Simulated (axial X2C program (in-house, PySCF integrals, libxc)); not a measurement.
## What spin–orbit coupling does to BeHf

All values were computed with an in-house all-electron X2C program for linear molecules (integrals from PySCF). Spin-free means the one-electron spin-free X2C Hamiltonian; two-component (2c) means X2C with spin–orbit coupling and atomic mean-field two-electron Coulomb and Gaunt terms, so the difference of the two also holds small scalar two-electron terms. Basis: Hf dyall-cv3z [13s14p9d7f4g], Be dyall-cv3z [8s8p3d1f] (cores contracted in-house); Gaussian nuclei, density fitting, unrestricted open shells. Masses: Hf 179.947 u, Be 9.012 u.

Spin-free state: M_S = 1, Λ = 0 (beyond evenly filled blocks: π+α, π-α); fragments Hf + Be.

```
level  Re (Å)  ωe (cm⁻¹)  De (eV)  μ (D)
 PBE0   2.461      364.8    0.919  -0.85
```

Dipoles are positive if Be is the positive end.

Two-component determinant lowest at the distance of the search:

Ω = 1 (⟨Sz⟩ = 0.95, ⟨Lz⟩ = 0.05 at PBE0); fragments Hf + Be.

| level | Re (Å) | ωe (cm⁻¹) | μ (D) |
| --- | --- | --- | --- |
| PBE0 | 2.465 | 356.4 | -0.84 |

Problem. From the two tables, how do the constants change at the PBE0 level (2c against spin-free)?

Solution. At the PBE0 level Re rises by 0.004 Å and ωe goes down by 8.4 cm⁻¹.

The state is one determinant whose occupation by symmetry is held fixed; it was picked as the lowest of a PBE0 search that is not exhaustive. De is counted from the lowest determinant-based energies of the atoms at the same level, without counterpoise correction. De is not given where an atomic determinant may have missed its ground term or J level, or where the truncated virtual space spoils (T). Density functionals use the spin component along the axis (collinear). Other states lie close and PBE0, whose exact exchange favours high spin, may order them wrongly; the determinant shown need not be the ground state. The nearest other spin-free determinant of the search, M_S = 2, Λ = 0, lies 0.39 eV up at the distance of the search. Without a current term, density functionals place determinants with orbital angular momentum somewhat too high. With several unpaired electrons one determinant need not be a pure state. The bond is weak and the correlated curve of this state has no minimum in the scanned range, so this well may be an artefact of the functional. Open-shell Ω = 0 determinants with evenly filled partner blocks cannot be reached by this program, so the Ω shown need not be the lowest component. This is the Ω = 1 component of a π² triplet; the 0⁺ component is not one determinant and can lie lowest. The determinant is spin-polarised beyond a pure state at some levels (its spin-free form has ⟨S²⟩ too high), which makes Re and μ there less reliable.
